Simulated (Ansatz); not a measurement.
Ag(I) cation (AgI), SMILES [Ag][I] (connectivity only; charge and spin as stated), charge +1, multiplicity 2.

The structure is a stationary point at B3LYP-D3(BJ)/def2-TZVP. The multiplicity is an assumed one; other spin states were not compared. The def2 effective core potentials stand for the cores of Ag, I; spin–orbit coupling is left out.

Two levels are set side by side: PBE/def2-TZVPD (Ansatz, a first-principles code) and CAM-B3LYP/def2-TZVPD (Ansatz). Energy differences of separate SCF runs at the same geometry; the states with an electron removed or added have multiplicity 3 and 1. Differences are taken from unrounded values.

| quantity | PBE |
|---|---|
| vertical ionisation energy (eV) | 15.70 |
| vertical electron affinity (eV) | 8.95 |

These are the PBE values. What does CAM-B3LYP give? (The exact figures need the calculation; the answer reports its results.)


| quantity | CAM-B3LYP | PBE minus CAM-B3LYP |
|---|---|---|
| vertical ionisation energy (eV) | 15.91 | -0.21 |
| vertical electron affinity (eV) | 8.87 | 0.08 |

Here PBE gives about what the other level gives.
